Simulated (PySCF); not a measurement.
Dipole moment and polarisability of `N[SiH]1N[SiH2]N1`

H₇N₃Si₂.
Cartesian coordinates in Å at the GFN2-xTB level; atoms count from 1:
```xyz
12
H7N3Si2 angstrom
N      2.1882    0.1499    0.1337
Si     0.6488   -0.6056    0.0475
N     -0.5323   -0.1248   -1.1475
Si    -1.7360    0.4155   -0.0160
N     -0.4846    0.1223    1.1489
H      2.9337   -0.2227   -0.4286
H      2.2175    1.1566    0.1260
H      0.8628   -2.0437    0.1452
H     -0.6110   -0.3416   -2.1235
H     -2.8995   -0.4622    0.1007
H     -2.0835    1.8264   -0.1630
H     -0.5028    0.1294    2.1505
```

Level: CAM-B3LYP/def2-SVPD (PySCF), static field, nuclei fixed, core orbitals frozen in the response. The polarisability tensor in these axes (au):

```
x   80.98 -4.05  0.79
y   -4.05 65.13  0.28
z    0.79  0.28 62.60
```

What are the eigenvalues, a third of the trace, and Δα (Δα² = ½Σ(αi − αj)² over the three pairs)?

Principal values 62.45, 64.28 and 81.99 au; mean 69.57 au = 10.31 Å³ = 11.47 × 10⁻⁴⁰ C²·m²/J; Δα = 18.69 au (27 % of the mean).

What is the dipole moment, and where does it point?

(0.46, 0.15, -0.77) D, 0.91 D in size, pointing from the negative to the positive side. Measured along this direction, the outermost atoms are H12 at the negative end and H6 at the positive end.

Molar refractivity from α?

Lorentz–Lorenz: R = (4π/3)N_A α = 2.5225 cm³/(mol·Å³) × 10.31 Å³ = 26.0 cm³/mol, in the limit of long wavelengths.

What would n − 1 = 2πNα be for an ideal gas of these molecules at 350 K and 1 atm, electronic part alone?

N = p/kT = 2.0968 × 10¹⁹ cm⁻³, so n − 1 = 2π × N × 10.31 × 10⁻²⁴ cm³ = 1358 × 10⁻⁶ at long wavelengths, for an ideal gas.

In TDDFT the mean static polarisability is Σ f/ω² over all singlet excitations (ω in hartree). How much of it do the 8 lowest give? Their energies (eV) and oscillator strengths: 5.86, 0.0283; 6.25, 0.0013; 6.66, 0.0083; 6.92, 0.0341; 7.19, 0.0007; 7.29, 0.0220; 7.47, 0.0020; 7.54, 0.0297.

They add up to 2.03 au, 2.9 % of the 69.57 au; the largest single term is 0.61 au, from the state at 5.86 eV. Terms in order: 0.61, 0.02, 0.14, 0.53, 0.01, 0.31, 0.03, 0.39 au. Higher excitations give the rest. The strengths listed sum to 0.126.

Give the eigenvalues of the traceless quadrupole moment Θ = ½Σq(3rr − r²1), origin at the centre of nuclear charge.

-5.56, -1.40, 6.96 D·Å. The values depend on the origin, since the dipole doesn't vanish. The electronic extent ⟨r²⟩ about the same centre is 659 bohr², a root-mean-square distance of 1.82 Å for the 56 electrons.

One conformer (not necessarily the lowest) at the GFN2-xTB geometry, without solvent, vibrations or thermal averaging.

The run behind these numbers computed excited states as well. The run took 23 s wall on one thread of an Arm Neoverse V1, no GPU (shared host).
